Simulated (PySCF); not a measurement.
**Worked example: oscillator strength and radiative lifetime**

(Z)-1-fluorobut-1-ene (C4H7F), SMILES CC/C=C\F.

Geometry optimised at B3LYP-D3(BJ)/def2-SVP. Other conformers were not sampled.

TDA-PBE/def2-SVPD in PySCF 2.14.0 puts the first singlet state with f over 0.02 at 6.18 eV (vertical), with the transition dipole (0.393, -0.286, 0.045) in atomic units.

Problem. Find the oscillator strength, the wavelength and the radiative lifetime that this transition would have in vacuum if emission retraced absorption.

Solution. 
|μ|² = 0.2383 au, so |μ| = 1.24 D. ΔE = 6.18/27.211 = 0.2271 hartree. f = (2/3) ΔE |μ|² = 0.036 (the program prints 0.036).
λ = 1239.84/6.18 = 201 nm; ν = 49845 cm⁻¹.
Einstein's coefficient A = 0.6670 ν² f s⁻¹ (ν in cm⁻¹) = 6.0e7 s⁻¹, so τ = 1/A = 17 ns. This state is S1. The figure is the radiative limit of this one transition; relaxation, internal conversion, crossing to triplets and a medium change what is measured.
